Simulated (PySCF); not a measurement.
Assigning NMR signals

Cartesian coordinates in Å; atom numbers follow the order of the lines, from 1:
```xyz
21

C    -2.8071   -0.5873    0.5081
C    -1.5095    0.1549    0.2050
C    -1.7179    1.2418   -0.8490
O    -0.5726   -0.8031   -0.2567
C     0.7384   -0.5632   -0.0364
C     1.6947   -1.3556   -0.5627
C     3.0527   -1.0182   -0.2012
C     3.2344    0.0379    0.6084
Si    1.5698    0.7705    1.0495
H    -3.5554    0.1036    0.8851
H    -2.6289   -1.3601    1.2512
H    -3.1793   -1.0590   -0.3975
H    -1.1231    0.6180    1.1264
H    -2.4082    1.9951   -0.4797
H    -2.1229    0.8006   -1.7566
H    -0.7697    1.7182   -1.0875
H     1.4851   -2.1929   -1.2099
H     3.8635   -1.6193   -0.5902
H     4.2105    0.3595    0.9288
H     1.3401    2.1318    0.5582
H     1.1964    0.6439    2.4610
```

One averaged value for each set of equivalent atoms, one conformer, no solvent model, relativity neglected. Coordinates at the GFN2-xTB level; NMR shieldings at PBE0/pcSseg-1/GIAO; PySCF 2.14.

Referencing at the same level of theory: ¹³C, ¹H against TMS.

Question: Assign these signals to the numbered atoms. ¹³C{¹H} NMR (computed): δ 180.3, 159.5, 124.5, 112.3, 82.7, 25.0.

Answer: 
| δ (ppm) | atoms | environment | reason |
| --- | --- | --- | --- |
| 180.3 | C5 | alkene carbon bearing oxygen | an sp2 carbon further deshielded by the attached heteroatom |
| 159.5 | C7 | alkene CH | as expected for a trigonal carbon in a double bond |
| 124.5 | C6 | β carbon of an enol-ether or enamine type C=C | – |
| 112.3 | C8 | alkene CH | the olefinic region |
| 82.7 | C2 | sp3 CH bonded to O | the inductive effect lowers its shielding |
| 25.0 | C1/C3 | methyl carbon | saturated and bonded to C and H only |

Question: Assign these signals to the numbered atoms. ¹H NMR (500 MHz, computed): δ 7.24 (m, 1H), 6.25 (d, 1H), 5.26 (m, 1H), 4.64 (m, 2H), 3.66 (sept, 1H), 1.30 (d, 6H).

Answer: 
7.24 → H18, hydrogen on an alkene CH: attached to an sp2 carbon and in the plane of the double bond
6.25 → H17, hydrogen on a β carbon of an enol-ether or enamine type C=C: a vinylic proton, deshielded by the sp2 carbon and the C=C anisotropy
5.26 → H19, hydrogen on an alkene CH: olefinic region
4.64 → H20/H21, hydrogen on a silicon bonded to 2 C, in a 5-membered ring
3.66 → H13, hydrogen on an sp3 CH bonded to O: its carbon carries O, which withdraws density
1.30 → H10/H11/H12/H14/H15/H16, hydrogen on a methyl carbon

Shifts are as computed. Against solution values, carbons near 30 ppm lie about +3 ppm off and those near 130 ppm about +5 ppm. Of 1211 compounds with measured shifts, 218 miss one by over three times the rms of a fit or turn the order of signals round; such compounds aren't used in these exercises. Multiplicities follow the n + 1 count of equivalent neighbours, as no J values were calculated; m marks all less simple cases, F and P coupling included.
